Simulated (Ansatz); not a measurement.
```yaml
atoms:
  - { symbol: N, position_ang: [0.0000, 0.0000, 0.0000] }
  - { symbol: S, position_ang: [0.0000, 0.0000, 2.4640] }
```

Basis set: pcseg-2 (spherical functions). Charge 0, multiplicity 2.

Computed with Ansatz (development build ahead of 0.2.0); each method stands on the lowest determinant of its kind that the runs found. Restricted functionals stand beside restricted open-shell atoms, which can lie above the unrestricted atoms usual in DFT and then raise those values.

(1) Give the atomization energy at this shape (free ground-state atoms in the same class of orbitals less the molecule, no zero-point energy) of doublet NS by PBE0 (restricted open-shell), UHF.

## Answers

(1)

```json
{"method": "PBE0 (restricted open-shell)", "atomization energy": "-149.4 kJ/mol"}
{"method": "UHF", "atomization energy": "-10.9 kJ/mol"}
```

Caution: the shape is not the minimum. Caution for PBE0 (restricted open-shell): stretched shape with no unrestricted run beside it, a lower state can exist; the molecule lies well above its atoms at this level. Caution for UHF: the unrestricted determinant is a mixture of spin states.
